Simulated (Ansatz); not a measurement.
A nudged elastic band was laid between two geometries of H4OS2Si (8 atoms, charge 0, multiplicity 1).

These are results of RKS BHLYP/def2-SVP (Ansatz), not measurements.

```json
{"movable images": "5", "climbing image": "yes", "spring": "5.0 eV/Å²", "optimiser": "quadratic models (default)", "start path": "through a guess of the saddle point", "force threshold": "0.03 eV/Å", "iteration limit": "43", "end points": "relaxed"}
```

First end point:

```xyz
8
Properties=species:S:1:pos:R:3
O -1.740 1.602 -0.208
S -0.820 0.950 -1.416
S 1.069 0.749 -0.572
Si 0.800 -1.153 0.429
H -1.608 2.551 -0.194
H -0.295 -1.061 1.413
H 2.086 -1.428 1.109
H 0.509 -2.210 -0.561
```

Last end point:

```xyz
8
Properties=species:S:1:pos:R:3
O -1.416 2.065 -0.420
S -0.706 1.062 -1.521
S 1.198 0.714 -0.755
Si 0.753 -1.054 0.404
H -1.826 1.539 0.267
H -0.342 -0.755 1.354
H 1.987 -1.399 1.144
H 0.351 -2.172 -0.473
```

Q: Which bonds break or form, and what moves?

A: No bond is made or broken. The dihedral H5–O1–S2–S3 goes from 83 to -87°.

Q: What energy profile does the band end with?

A: The run converged. The highest image is number 3 of 0 to 6, 0.294 eV above the first end and 0.255 eV above the last; the last end lies 0.039 eV above the first. A vibrational analysis at the climbing image gives one clearly imaginary mode, 387i cm⁻¹: a first-order saddle point.

```json
{"image": "0", "path coordinate (Å)": "0.00", "energy (eV)": "0.000", "dihedral H5–O1–S2–S3 (°)": "83"}
{"image": "1", "path coordinate (Å)": "0.37", "energy (eV)": "0.059", "dihedral H5–O1–S2–S3 (°)": "108"}
{"image": "2", "path coordinate (Å)": "0.74", "energy (eV)": "0.217", "dihedral H5–O1–S2–S3 (°)": "143"}
{"image": "3", "path coordinate (Å)": "1.11", "energy (eV)": "0.294", "dihedral H5–O1–S2–S3 (°)": "179"}
{"image": "4", "path coordinate (Å)": "1.53", "energy (eV)": "0.204", "dihedral H5–O1–S2–S3 (°)": "-140"}
{"image": "5", "path coordinate (Å)": "1.95", "energy (eV)": "0.063", "dihedral H5–O1–S2–S3 (°)": "-102"}
{"image": "6", "path coordinate (Å)": "2.37", "energy (eV)": "0.039", "dihedral H5–O1–S2–S3 (°)": "-87"}
```

Q: What is the geometry of the highest image?

A: 
```xyz
8
Properties=species:S:1:pos:R:3:forces:R:3
O -1.309 1.901 -0.056 0.00 0.00 -0.01
S -0.656 1.077 -1.375 0.00 0.00 0.00
S 1.219 0.692 -0.638 0.00 0.00 0.00
Si 0.789 -1.154 0.418 0.00 0.00 0.00
H -2.203 2.146 -0.307 0.00 0.00 0.00
H -0.279 -0.926 1.409 0.00 0.00 0.00
H 2.054 -1.530 1.087 0.00 0.00 0.00
H 0.385 -2.205 -0.538 0.00 0.00 0.00
```

Q: What are the harmonic wavenumbers there?

A: 387i, 86, 125, 156, 281, 494, 525, 638, 654, 779, 955, 969, 991, 1169, 2305, 2316, 2330, 3944 cm⁻¹.

Time of the run: 6.2 min on 1 thread of Intel(R) Xeon(R) Processor @ 2.50GHz (Skylake/Cascade Lake), with other jobs on the host, peak memory 0.19 GiB.
